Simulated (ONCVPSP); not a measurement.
## An all-electron radial function and its pseudo partner (tungsten)

Columns: radius, all-electron u(r) and pseudo u(r) of the 5s shell (level -86.49 eV) of tungsten in the configuration [Kr] 4d10 4f14 5s2 5p6 5d4 6s1; revPBE, scalar-relativistic, ONCV scheme, ONCVPSP 4.0.1.

| r (bohr) | all-electron | pseudo |
| --- | --- | --- |
| 0.103 | 0.1780 | 0.1923 |
| 0.205 | 0.1693 | 0.3749 |
| 0.308 | -0.5286 | 0.5439 |
| 0.410 | -0.5455 | 0.6897 |
| 0.513 | -0.0944 | 0.8099 |
| 0.615 | 0.4216 | 0.8989 |
| 0.718 | 0.8201 | 0.9569 |
| 0.820 | 1.0520 | 0.9828 |
| 0.923 | 1.1457 | 0.9793 |
| 1.025 | 1.1382 | 0.9497 |
| 1.128 | 1.0671 | 0.8980 |
| 1.230 | 0.9626 | 0.8303 |
| 1.332 | 0.8446 | 0.7515 |
| 1.435 | 0.7246 | 0.6658 |
| 1.538 | 0.6118 | 0.5786 |
| 1.640 | 0.5111 | 0.4948 |
| 1.743 | 0.4220 | 0.4155 |
| 1.845 | 0.3464 | 0.3445 |
| 1.948 | 0.2820 | 0.2817 |
| 2.050 | 0.2288 | 0.2287 |
| 2.153 | 0.1845 | 0.1844 |
| 2.255 | 0.1485 | 0.1484 |
| 2.358 | 0.1189 | 0.1189 |
| 2.460 | 0.0952 | 0.0952 |
| 2.562 | 0.0760 | 0.0760 |
| 2.665 | 0.0604 | 0.0604 |

Question: How many radial nodes do the two functions have?

Answer: The all-electron 5s function has n − l − 1 = 4 (the table is too coarse to show those close to the nucleus); the pseudo-wave has 0, since the states of the same l below it are removed with the core.

Question: At about which radius was the pseudo-wave matched?

Answer: 2.05 bohr, where the columns begin to agree (steps of 0.10 bohr).

Question: Where does each function peak?

Answer: Outermost all-electron maximum near 0.92 bohr, pseudo maximum near 0.82 bohr (to the table’s step).

Question: Is the pseudo-wave norm-conserving?

Answer: Yes: the ONCV scheme keeps the norm inside the radius equal to the all-electron one, which fixes the energy derivative of the logarithmic derivative at the level.
